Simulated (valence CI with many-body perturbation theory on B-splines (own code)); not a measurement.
## Ir VII: one-electron terms

Method: configuration interaction combined with many-body perturbation theory (CI+MBPT): three valence electrons over a frozen Dirac-Fock core [Xe] 4f14, radial functions for each j: 9 s, 9 p, 10 d, 8 f, 5 g, 3 h, 1 i, with the one-electron correlation potential Σ1, the two-electron term Σ2, the three-electron term Σ3, Breit, model QED; selected CI, second order for the rest, scaled by the run's own slope (own B-spline code, finite nucleus).

No measured spectrum was set against this ion. As an estimate, terms of the open shell hold to 2 to 4 % of their energy, and close levels can change places; different configurations can be misplaced against each other by 1,000 to 8,000 cm⁻¹. Core correlation moves these levels by up to 17000 cm⁻¹, and in measured spectra 5 to 20 % of such shifts remained as error; rates that hang on mixing are uncertain with them.

These are the spectroscopic orbitals of the CI (the correlating ones are not listed), shaped by the core and the other valence electrons. h is the expectation value of the core's Dirac-Fock operator, without the valence repulsion; Σ1 is computed up to l = 3 at one energy for each symmetry, that of its lowest orbital but kept below the first core excitation, so for empty shells it is not the orbital's own correlation shift; Breit and QED include the response of the core.

```csv
Orbital,h (hartree),Σ1 (cm⁻¹),Breit (cm⁻¹),QED (cm⁻¹),⟨r⟩ (bohr)
6s1/2,-3.5561,-10655,326,366,2.092
7s1/2,-2.0525,-2980,125,135,3.716
8s1/2,-1.3501,-1397,65.6,71.2,5.702
6p1/2,-3.1094,-8034,451,0.3,2.341
7p1/2,-1.8552,-2743,203,0.3,4.029
8p1/2,-1.2411,-1334,109,0.2,6.133
6p3/2,-2.9629,-6459,215,24.1,2.471
7p3/2,-1.7884,-2331,100,11.3,4.189
8p3/2,-1.2045,-1160,61.7,6.2,6.323
5d3/2,-4.4469,-14161,278,-137,1.366
6d3/2,-2.3027,-3186,97.4,-24.7,3.022
7d3/2,-1.4679,-1428,49.9,-11.6,4.972
5d5/2,-4.3753,-13252,13.5,-95.3,1.395
6d5/2,-2.2774,-3104,33.2,-15.3,3.061
7d5/2,-1.4553,-1406,19.4,-7.0,5.019
5f5/2,-2.4911,-8811,-65.7,-26.2,2.368
6f5/2,-1.5727,-3452,-31.6,-13.9,4.303
5f7/2,-2.486,-8292,-98.6,-22.7,2.376
6f7/2,-1.5691,-3233,-50.1,-11.9,4.315
5g7/2,-1.5592,,-4.2,-0.8,3.845
5g9/2,-1.5596,,-4.3,-0.7,3.844
```

Among the shells of the start configuration 5d3, Σ1 is largest in size for 5d3/2, where it is 1.5 % of h.

Lowest root of each symmetry, sizes in configuration state functions:

| J | Parity | Roots | Reference | Variational | Second order | Change by selected CI (cm⁻¹) | Change by second order (cm⁻¹) |
| --- | --- | --- | --- | --- | --- | --- | --- |
| 1/2 | even | 6 | 43 | 7484 | 35231 | -3982 | -5 |
| 3/2 | even | 10 | 71 | 11447 | 64824 | -2932 | -3 |
| 5/2 | even | 10 | 79 | 13157 | 87695 | -2545 | -2 |
| 7/2 | even | 7 | 66 | 12836 | 90929 | -2736 | -3 |
| 9/2 | even | 6 | 49 | 11914 | 82854 | -3281 | -4 |
| 11/2 | even | 2 | 25 | 7714 | 69449 | -4415 | -9 |
| 1/2 | odd | 6 | 36 | 7663 | 32470 | -3765 | -4 |
| 3/2 | odd | 10 | 62 | 12917 | 59818 | -3281 | -4 |
| 5/2 | odd | 10 | 69 | 14827 | 78715 | -2784 | -4 |
| 7/2 | odd | 8 | 62 | 14313 | 85053 | -2825 | -5 |
| 9/2 | odd | 6 | 44 | 14002 | 86665 | -3323 | -5 |
| 11/2 | odd | 2 | 26 | 8149 | 66847 | -2989 | -6 |
